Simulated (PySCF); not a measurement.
**Basis-set dependence of SiAs at CCSD(T)**

PySCF, ROHF reference; doublet, unpaired electrons π ↑; De to Si + As without counterpoise correction. Frozen cores follow the default of each basis and core potential.

```
                 basis                           relativity  functions  Re (Å)  ωe (cm⁻¹)  De (eV)  frozen orbitals
cc-pV(D+d)Z/cc-pVDZ-PP  scalar-relativistic core potentials         46   2.212        472     2.60                9
          x2c-TZVPPall                        spin-free X2C         90   2.188        487     3.10               14
           def2-TZVPPD                        no relativity        102   2.190        489     3.13               14
```

Q: How does each smaller set differ from the one with most functions, def2-TZVPPD?

A: cc-pV(D+d)Z/cc-pVDZ-PP: +2.2 pm, -3.5 % in ωe, -0.53 eV in De; x2c-TZVPPall: -0.2 pm, -0.4 % in ωe, -0.03 eV in De. All at CCSD(T); the set with most functions is neither the basis-set limit nor always the best. The rows treat relativity differently, so the differences are not basis effects alone.

Correlated steps freeze the inner cores (9 to 14 orbitals); shallow outer-core shells are correlated. Correlated levels converge slowly with the basis: in double zeta they bind strong bonds too weakly, by up to about 1 eV, and carry superposition errors of some tenths. Spin–orbit coupling is left out. The state is the lowest determinant that a PBE0 search found; another state may lie lower at other levels.
